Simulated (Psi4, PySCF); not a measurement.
Here is a job for PySCF.
```python
from pyscf import gto, scf, dft

mol = gto.M(
    atom='''
O    -1.25209476    0.43857993   -0.24641232
Si   -0.03540361   -0.36887068    0.27017815
O     1.31405109    0.20694376   -0.22639944
''',
    basis='6-31g*',
    spin=2,
    verbose=4,
)

mf = dft.UKS(mol)
mf.xc = 'pbe0'
mf.grids.atom_grid = (99, 590)
mf.grids.prune = None
mf.kernel()
```

**Question.** Convert this to an input for Psi4.

**Answer.** One answer among several that fit: 
```
memory 2 GB

molecule {
0 3
  O    -1.25209476    0.43857993   -0.24641232
  Si   -0.03540361   -0.36887068    0.27017815
  O     1.31405109    0.20694376   -0.22639944
}

set basis 6-31g*
set reference uks
set scf_type pk
set puream true
set d_convergence 1e-8
set dft_radial_points 99
set dft_spherical_points 590

energy('pbe0')
print_variables()
```

Both were run: PySCF gave -439.547838 Eh and Psi4 -439.547838 Eh, 0.000 mEh apart.
